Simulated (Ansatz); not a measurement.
C2H5BO (`B/C=C/O`). The species carries charge 0 and has multiplicity 1.

```xyz
9

B     0.762    1.335   -0.389
C     0.225   -0.074   -0.416
C    -0.560   -0.496    0.597
O    -1.118   -1.696    0.738
H     0.479    2.048    0.535
H     1.463    1.762   -1.261
H     0.438   -0.779   -1.221
H    -0.812    0.154    1.429
H    -0.878   -2.252   -0.013
```

**Question.** Give the diagnostics of a CCSD(T)/def2-TZVPP run (frozen core, the Gaussian-basis code of Ansatz). (Best estimate.)

**Answer.** Computed: T1 = 0.0135, largest single amplitude 0.030, largest double 0.053, (T) share of the correlation energy 4.0 %, 10 CCSD cycles. The RHF solution is stable towards an unrestricted one. T1 lies under the customary mark of 0.02 for closed shells.
